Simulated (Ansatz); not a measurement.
C5H15NO3S⁻, that is tetramethylammonium mesylate with one electron more. Total charge -1; doublet. Geometry PBE-D4/def2-SVP, that of the neutral singlet; atoms count from 1.

Cartesian coordinates in Å:
```
C -1.105 -0.405 3.961
S -0.622 -0.227 2.227
O -1.570 -1.104 1.445
O -0.778 1.240 1.906
O 0.812 -0.697 2.150
H -0.992 -1.468 4.241
H -0.440 0.234 4.569
H -2.158 -0.083 4.058
C -0.021 -1.277 -1.183
N 0.403 0.148 -1.445
C 1.574 0.494 -0.557
C -0.747 1.078 -1.145
C 0.803 0.294 -2.879
H -0.472 -1.344 -0.164
H -0.773 -1.554 -1.945
H 0.869 -1.925 -1.272
H 2.446 -0.093 -0.898
H 1.778 1.576 -0.660
H 1.326 0.227 0.498
H -1.634 0.721 -1.699
H -0.933 1.088 -0.044
H -0.465 2.091 -1.487
H -0.075 0.100 -3.521
H 1.603 -0.433 -3.108
H 1.171 1.323 -3.049
```

The highest occupied level of the charge -1 doublet lies above zero (up to 2.58 eV). By energy differences it is unbound by 1.22 eV (vertical, to the charge 0 singlet, at PBE0-D4/def2-TZVP) and held by the finite basis.

Question: Estimate the Mulliken populations from the PBE0/def2-TZVP orbitals of Ansatz.

Answer: 
```
atom  charge (e)  spin (α − β)
  C1       -0.37         -0.01
  S2        0.79          0.00
  O3       -0.55          0.00
  O4       -0.55          0.00
  O5       -0.55          0.00
  H6        0.12          0.00
  H7        0.12          0.00
  H8        0.12          0.00
  C9        0.00         -0.32
 N10       -0.01          0.13
 C11        0.00         -0.32
 C12        0.00         -0.32
 C13        0.53         -0.81
 H14        0.16          0.06
 H15       -0.08          0.22
 H16       -0.06          0.20
 H17       -0.08          0.22
 H18       -0.06          0.19
 H19        0.16          0.06
 H20       -0.06          0.19
 H21        0.16          0.06
 H22       -0.08          0.22
 H23       -0.24          0.40
 H24       -0.24          0.40
 H25       -0.24          0.40
```
Mulliken values and Mayer orders depend strongly on the basis.

Question: Where does the spin sit?

Answer: Summed by element: C -1.76, S 0.00, O -0.01, H 2.64, N 0.13, of 1 unpaired in all. Largest on single atoms: C13 -0.81, H24 0.40, H25 0.40.

Question: And the Mayer bond orders between bonded heavy atoms (over 0.3)?

Answer: C1–S2 0.88 (1.81 Å); S2–O3 1.66 (1.51 Å); S2–O4 1.66 (1.51 Å); S2–O5 1.66 (1.51 Å); C9–N10 0.87 (1.51 Å); N10–C11 0.87 (1.51 Å); N10–C12 0.87 (1.51 Å); N10–C13 0.77 (1.50 Å). Values over 0.3 also appear between atoms too far apart for a bond (C9–C13 0.45 at 2.45 Å; C11–C13 0.45 at 2.45 Å; C12–C13 0.45 at 2.45 Å); they arise where an orbital or an unpaired electron spreads over both atoms.
